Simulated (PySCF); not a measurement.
# How methods differ on the excitation energy of Cl

Cl [Ne] 3s2 3p5 (2P) → Cl [Ne] 3s1 3p6 (2S), as a difference of total energies. Computed with PySCF 2.14 in aug-cc-pVDZ-DK (5s4p2d, 27 functions), with the spin-free X2C one-electron Hamiltonian (Gaussian nucleus). Correlated levels: valence: [Ne] frozen. The calculations carry no spin-orbit coupling.

| method | excitation energy (eV) | error (eV) |
| --- | --- | --- |
| UHF | 15.519 | +4.933 |
| MP2 (valence) | 13.187 | +2.601 |
| SCS-MP2 (valence) | 12.926 | +2.340 |
| CCSD (valence) | 11.720 | +1.134 |
| CCSD(T) (valence) | 11.319 | +0.733 |
| CCSDT (valence) | 11.360 | +0.774 |

Reference: 10.586 eV (measured; NIST levels, between the centres of gravity of the two terms).

Errors of the correlated levels include the incompleteness of this basis and the frozen core.

The coupled-cluster amplitudes are large for the upper state (T1 above 0.03 or a double amplitude above 0.15), so a single reference is strained.
